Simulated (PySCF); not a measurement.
C3H9ClOSi, SMILES COC[Si@@H](Cl)C.

Coordinates come from a B3LYP-D3(BJ)/def2-SVP optimisation. The structure was generated by enumeration; whether it is a known compound was not checked. Other conformers were not sampled.

Two levels are set side by side: PBE/def2-TZVP (PySCF) and PBE0/def2-TZVP (PySCF). Same geometry, gas phase. Differences are taken from unrounded values.

```json
[
 {"quantity": "orbital gap (eV)", "PBE0": "8.50", "PBE": "5.96", "PBE minus PBE0": "-2.54"},
 {"quantity": "highest occupied level (eV)", "PBE0": "-7.70", "PBE": "-6.11", "PBE minus PBE0": "1.59"},
 {"quantity": "lowest empty level (eV)", "PBE0": "0.80", "PBE": "-0.15", "PBE minus PBE0": "-0.95"},
 {"quantity": "dipole moment (D)", "PBE0": "2.49", "PBE": "2.36", "PBE minus PBE0": "-0.13"},
 {"quantity": "mean polarisability (bohr³)", "PBE0": "79.0", "PBE": "82.2", "PBE minus PBE0": "3.2"}
]
```

PBE's occupied levels lie high since its potential decays too fast outside the molecule; exact exchange lowers them and widens the gap. Loosely held outer electrons make PBE densities more polarisable. Differences between two approximate levels are no errors against the true value.

Rough cost on one machine, each run with all the roots and properties that it gave: PBE0 against PBE within a factor of 2.
